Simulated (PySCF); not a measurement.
Match each property card to its molecule.

Structures:
1. `C[Si+](C)CCC1CC1`
2. `FB(C)F`
3. `CO[SiH2]P`
4. `CC#[C][AlH][CH3]`

Card P (geometry PBE0-D3(BJ)/def2-SVP):
- Rotational constants A, B, C: 14.457, 1.403, 1.299 GHz
- Static isotropic polarisability (PBE0/def2-SVPD): 77.8 au
- Strongest line among the 10 lowest singlet transitions (TDDFT PBE0/def2-SVPD): S8 at 6.93 eV (179 nm, f = 0.311)
- Dipole moment (PBE0/def2-SVPD): 1.46 D
- HOMO energy (PBE0/def2-SVPD): -7.34 eV
- Lowest triplet excitation (Tamm–Dancoff) (TDA PBE0/def2-SVPD): 4.26 eV
- Lowest singlet excitation (TDDFT PBE0/def2-SVPD): 4.61 eV (269 nm, f = 0.001)

Card Q (geometry PBE0-D3(BJ)/def2-SVP):
* Rotational constants A, B, C: 7.510, 2.481, 2.015 GHz
* Static isotropic polarisability (PBE0/def2-SVPD): 72.5 au
* Dipole moment (PBE0/def2-SVPD): 0.42 D
* Lowest triplet excitation (Tamm–Dancoff) (TDA PBE0/def2-SVPD): 5.47 eV
* Strongest line among the 10 lowest singlet transitions (TDDFT PBE0/def2-SVPD): S5 at 7.11 eV (174 nm, f = 0.161)
* Point group: C1

Card R (geometry PBE0-D3(BJ)/def2-SVP):
* Rotational constants A, B, C: 9.924, 8.302, 4.650 GHz
* Static isotropic polarisability (CAM-B3LYP/def2-SVPD): 27.6 au
* Core binding energies (ΔSCF SCAN, pcX-2 on the ionised atom, pcseg-1 elsewhere, spin-free X2C): B1s 199.8, C1s 291.1, F1s 693.6 (×2) eV
* Strongest line among the 10 lowest singlet transitions (TDDFT CAM-B3LYP/def2-SVPD): S6/S7 at 10.72 eV (116 nm, f = 0.192 summed over these states)
* Dipole moment (CAM-B3LYP/def2-SVPD): 1.73 D
* Vertical ionisation energy (ΔSCF CAM-B3LYP/def2-SVPD): 13.20 eV

Card S (geometry PBE0-D3(BJ)/def2-SVP):
- Rotational constants A, B, C: 3.824, 0.674, 0.625 GHz
- Static isotropic polarisability (B3LYP/def2-SVPD): 105.9 au
- Isotropic shieldings of nuclei other than C and H, by class (GIAO KT2/pcSseg-1): -21 (1 Si) ppm
- Lowest triplet excitation (Tamm–Dancoff) (TDA B3LYP/def2-SVPD): 3.04 eV
- HOMO energy (B3LYP/def2-SVPD): -11.20 eV
- Vertical ionisation energy (ΔSCF B3LYP/def2-SVPD): 13.38 eV
- Point group: C1

Species are written as SMILES; each is one conformer at its optimised geometry, gas phase, non-relativistic unless stated. Electronic properties by PySCF. NMR classes are plain means over equivalent atoms (diastereotopic ones count apart unless rotation or inversion swaps them), as if these changed places fast.

Q: Which card belongs to which structure?

A: P = 4, Q = 3, R = 2, S = 1. What ties each card to its structure:
- 1 (card S), [C7H15Si]+, monoisotopic mass 127.1 u, 8 heavy atoms: a HOMO at -11.20 eV for the only species of charge +1; an asymmetric top with C = 0.625 GHz, the lowest such constant on the cards; polarisability 105.9 au for 70 electrons.
- 2 (card R), CH3BF2, monoisotopic mass 64.0 u, 4 heavy atoms: core lines of B, C and F; an asymmetric top with C = 4.650 GHz, the highest such constant on the cards; polarisability 27.6 au for 32 electrons; dipole 1.73 D.
- 3 (card Q), CH7OPSi, monoisotopic mass 94.0 u, 4 heavy atoms: an asymmetric top with C = 2.015 GHz; polarisability 72.5 au for 50 electrons; dipole 0.42 D.
- 4 (card P), C4H7Al, monoisotopic mass 82.0 u, 5 heavy atoms: an asymmetric top with C = 1.299 GHz; polarisability 77.8 au for 44 electrons; dipole 1.46 D.
